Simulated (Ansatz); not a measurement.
(ClBe-mu-Cl)2 (Be₂Cl₄). Charge 0, multiplicity 1. Geometry PBE0-D4/def2-SVP, basis def2-TZVP, Ansatz.

| run | HOMO (eV) | LUMO (eV) |
| --- | --- | --- |
| A | -11.34 | 0.36 |
| B | -8.69 | -0.97 |
| C | -7.69 | -1.43 |
| D | -9.09 | -0.60 |
| E | -10.32 | -0.13 |
| F | -8.78 | -0.84 |

B3LYP takes the VWN-RPA correlation. HSE06 is defined as in plane-wave codes, on full-range PBE exchange.

Problem. The runs used B3LYP, BHLYP, HSE06, PBE, PBE0, ωB97M-V. Estimate which is which.

Solution. A ωB97M-V (range-separated); B HSE06 (range-separated); C PBE (0 % exact exchange); D PBE0 (25 % exact exchange); E BHLYP (50 % exact exchange); F B3LYP (20 % exact exchange). Exact exchange lowers occupied and raises empty levels; among semilocal functionals meta-GGAs tend to open the gap a little, and such runs are hard to tell apart. The gap grows from 6.26 eV (PBE) to 11.70 eV (ωB97M-V).
